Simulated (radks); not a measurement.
Values are calculated unless marked as measured or tabulated.
As3+, 30 electrons, occupied as [Ar] 3d10 4s2. Level of theory: scalar-relativistic Kohn-Sham, BP86, spin-polarised, spherical densities, finite nucleus; Fermi nuclear charge, rms radius 4.0968 fm (a radial shooting solver on a logarithmic mesh with Libxc functionals).

Normalised radial functions P(r) = r R(r), r in bohr:

r              3p      3d       4s
0.001736   0.0015  0.0000   0.0287
0.002261   0.0024  0.0000   0.0364
0.002944   0.0040  0.0000   0.0459
0.003833   0.0064  0.0000   0.0575
0.004991   0.0105  0.0001   0.0713
0.006551   0.0172  0.0001   0.0879
0.00853    0.0278  0.0003   0.1057
0.01111    0.0445  0.0007   0.1241
0.01446    0.0704  0.0014   0.1410
0.01883    0.1098  0.0029   0.1526
0.02472    0.1699  0.0062   0.1535
0.03219    0.2523  0.0126   0.1365
0.04191    0.3610  0.0250   0.0946
0.05458    0.4914  0.0483   0.0232
0.07107    0.6249  0.0905  -0.0741
0.09328    0.7236  0.1653  -0.1816
0.1215     0.7173  0.2815  -0.2547
0.1582     0.5385  0.4500  -0.2472
0.2059     0.1481  0.6670  -0.1229
0.2703    -0.4259  0.9111   0.1095
0.352     -0.9873  1.1113   0.3389
0.4583    -1.3349  1.2059   0.4260
0.5968    -1.3312  1.1507   0.2691
0.7771    -1.0263  0.9594  -0.1025
1.02      -0.5993  0.6840  -0.5428
1.328     -0.2655  0.4166  -0.8233
1.73      -0.0834  0.2071  -0.8365
2.252     -0.0169  0.0788  -0.6110
2.932     -0.0020  0.0208  -0.3117
3.849     -0.0001  0.0032  -0.1000
5.012     0.0000  0.0003  -0.0200
6.526     0.0000  0.0000  -0.0021

3p: eigenvalue -168.21 eV, 1 radial node at r = 0.222 bohr, <r> = 0.617 bohr, 90 % of the charge inside 0.946 bohr. 3d: eigenvalue -75.069 eV, 0 radial nodes, <r> = 0.672 bohr, 90 % of the charge inside 1.12 bohr. 4s: eigenvalue -44.659 eV, 3 radial nodes at r = 0.0584, 0.240, 0.729 bohr, <r> = 1.74 bohr, 90 % of the charge inside 2.54 bohr.
